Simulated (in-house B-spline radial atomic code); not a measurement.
A run on the molybdenum ion Mo⁺ (an excited or competing configuration) that did not converge. Method: scalar-relativistic (X2C) wB97X, spin-polarised, spherical fractional occupations, Fermi nucleus of rms radius 4.4091 fm; computed with a B-spline radial code for spherical atoms. In the input, 2p2,3 would mean two up and three down electrons.

Command:
```bash
python run_scf.py task.json out
```
Settings (nuclear radius in fm, mass in u):
```
Z                42
configuration    1s2 2s2 2p6 3s2 3p6 3d10 4s2 4p6 4d3,1 5d1,0
hamiltonian      x2c
method           wb97x
spin_polarised   True
nucleus          fermi
rms_radius       4.4091
atomic_mass      97.9054
speed_of_light   137.035999084
```

First and last ten iterations of the last attempt (damped for 15 steps, keeping 80 % of the old Fock matrix, then DIIS):
```
 iter        energy (Eh)    residual
    1       -4043.176272    4.38e-01
    2       -4045.442685    2.01e-01
    3       -4046.430621    1.37e-01
    4       -4046.928257    9.37e-02
    5       -4047.175846    6.49e-02
    6       -4047.297581    4.44e-02
    7       -4047.356903    3.01e-02
    8       -4047.385753    2.03e-02
    9       -4047.399914    1.36e-02
   10       -4047.407030    9.09e-03
  111       -4047.416321    7.07e-06
  112       -4047.416321    7.95e-06
  113       -4047.416321    3.06e-06
  114       -4047.416321    5.62e-06
  115       -4047.416321    4.13e-06
  116       -4047.416321    6.24e-06
  117       -4047.416321    4.11e-06
  118       -4047.416321    2.99e-06
  119       -4047.416321    3.76e-06
  120       -4047.416321    1.09e-05
 not converged after 120 iterations
```

The smallest residual met was 5.6e-07; the threshold is about 4e-07. Over the last five steps the energy moves by less than 6e-08 hartree, but the orbitals didn't meet the threshold. Run time, properties included: 23 s on 1 thread of Arm Neoverse V1, on a shared host.
